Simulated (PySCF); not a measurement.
Excitations are Tamm–Dancoff values on a coarser integration grid. The basis has no diffuse functions, so Rydberg states are missing or too high.

Z-matrix (Å, degrees):
```
Si
S 1 2.1261
H 2 1.3419 1 94.68
S 1 2.1261 2 106.68 3 177.06
H 4 1.3419 1 94.68 2 -53.46
S 1 2.1261 2 106.68 3 53.43
H 6 1.3419 1 94.68 2 -177.06
S 1 2.1261 2 115.21 3 -64.76
H 8 1.3419 1 94.69 2 -64.80
```
Charge 0, spin multiplicity 1.

Problem. Predict the S1–T1 gap (TDA), total energy and LUMO from CAM-B3LYP-D3(BJ)/def2-TZVP in PySCF.

Solution. 
The S1–T1 gap (TDA) is 0.48 eV. The total energy comes out as -1884.9146 Ha and the LUMO comes out as 0.68 eV.
